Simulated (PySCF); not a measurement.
F3H2NSi. Atoms are numbered in the order given.

```xyz
7

N      1.6670     0.2136     0.0000
Si    -0.0030     0.0008     0.0000
F     -0.4477    -0.8015     1.3154
F     -0.4477    -0.8015    -1.3154
F     -0.8837     1.3466     0.0000
H      2.1924     0.4008     0.8462
H      2.1924     0.4008    -0.8462
```
Charge 0, spin multiplicity 1.

The structure is a stationary point at B3LYP-D3(BJ)/def2-SVP. Other conformers were not sampled.

Computed with HF/def2-TZVP (PySCF).

Isolated molecule, no solvent.

| Item | Result |
|---|---|
| total energy | -643.29719 hartree |
| point group | Cs |
| highest occupied level | -12.56 eV |
| lowest empty level | 3.06 eV |
| orbital gap | 15.61 eV |
| dipole moment | 3.18 D |
| quadrupole, principal values (traceless, Buckingham form, about the centre of nuclear charge) | -6.48, -1.14, 7.61 D·Å |
| mean static polarisability | 24.9 bohr³ (3.69 Å³) |
| polarisability, principal values | 23.2, 24.5, 26.9 bohr³ |
